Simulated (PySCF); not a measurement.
Cost of excited-state runs on SMILES CCCS[SiH2]N[SiH3], C₃H₁₃NSSi₂

Geometry:
| atom | x (Å) | y (Å) | z (Å) |
| --- | --- | --- | --- |
| C1 | -3.559 | -0.214 | -0.992 |
| C2 | -2.221 | -0.592 | -0.366 |
| C3 | -1.736 | 0.486 | 0.588 |
| S4 | -0.211 | 0.012 | 1.468 |
| Si5 | 1.228 | 0.151 | -0.109 |
| N6 | 2.740 | 0.164 | 0.701 |
| Si7 | 4.314 | 0.028 | -0.009 |
| H8 | -3.891 | -0.994 | -1.671 |
| H9 | -3.470 | 0.716 | -1.550 |
| H10 | -4.316 | -0.082 | -0.223 |
| H11 | -2.322 | -1.530 | 0.184 |
| H12 | -1.478 | -0.742 | -1.152 |
| H13 | -1.546 | 1.423 | 0.064 |
| H14 | -2.472 | 0.663 | 1.372 |
| H15 | 0.984 | 1.400 | -0.831 |
| H16 | 1.110 | -0.994 | -1.011 |
| H17 | 2.697 | 0.108 | 1.706 |
| H18 | 5.250 | 0.509 | 1.004 |
| H19 | 4.601 | -1.361 | -0.376 |
| H20 | 4.293 | 0.859 | -1.210 |

PySCF with density fitting, on 1 thread of an Intel Xeon Platinum 8259CL, shared host. Command: `OMP_NUM_THREADS=1 python excited_run.py task.json out`

(1) How long does each of these runs take, and how much memory?
- magnetisability and related constants, B3LYP/pcSseg-1; isotopologues; writes grids
- magnetisability and related constants, wB97X-D/6-31G; SCF tolerance 1e-06 Eh

Answers

(1) 
| run | level | basis functions | wall time | peak memory (GiB) |
| --- | --- | --- | --- | --- |
| magnetisability and related constants | B3LYP/pcSseg-1 | 205 | 86 s | 1.1 |
| magnetisability and related constants | wB97X-D/6-31G | 101 | 46 s | 0.6 |

Times from a shared host are rough.
